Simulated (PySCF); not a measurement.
## Two-component Hartree-Fock for Rb¹⁰⁺ (rubidium, charge +10)

Start: [Ar] 3d9; 3d3/2 filled at m_j = -3/2, -1/2, +1/2, +3/2; 3d5/2 filled at m_j = -3/2, -1/2, +1/2, +3/2, +5/2. Calculated with PySCF 2.14 in an uncontracted even-tempered set (18 s from 0.64 bohr⁻², ratio 2.8; 13 p from 0.83 bohr⁻², ratio 2.8; 9 d from 0.83 bohr⁻², ratio 2.8; 4 f from 5.2 bohr⁻², ratio 3): generalised Hartree-Fock with the X2C-1e Hamiltonian and a Gaussian nucleus; spin-orbit coupling (SO) screened by Boettger's factors.

| spinor shell | electrons | ε, screened SO (eV) | weight of nominal j (screened SO) | rms radius, screened SO (bohr) |
| --- | --- | --- | --- | --- |
| 1s1/2 | 2 | -15495.3 | 1.000 | 0.0464 |
| 2s1/2 | 2 | -2312.5 | 1.000 | 0.192 |
| 2p1/2 | 2 | -2111.1 | 1.000 | 0.169 |
| 3s1/2 | 2 | -533.49 | 1.000 | 0.536 |
| 3p1/2 | 2 | -460.48 | 0.981 | 0.540 |
| 3p3/2 | 4 | -447.92 | 0.990 | 0.550 |
| 3d3/2 | 4 | -322.15 | 0.906 | 0.543 |
| 3d5/2 | 5 | -319.24 | 0.925 | 0.546 |

(1) Where does 2p3/2 lie, and what is the 2p spin-orbit splitting (screened SO)?

```json
{"quantity": "E (hartree)", "screened SO": "-2945.13282"}
{"quantity": "M_J", "screened SO": "5/2"}
{"quantity": "⟨J²⟩", "screened SO": "8.751"}
{"quantity": "⟨L²⟩", "screened SO": "6.004"}
{"quantity": "⟨S²⟩", "screened SO": "0.754"}
```

Each row is a mean over spinors that exchange with the open shell spreads, by up to 11.576 eV (3p3/2).

Breit and QED terms are absent; they matter most for the inner s and p1/2 levels.

Densities and radii are taken from the X2C orbitals without a picture-change correction, which distorts them close to the nucleus.

Answers

(1) At -2048.2 eV, 62.913 eV above 2p1/2.
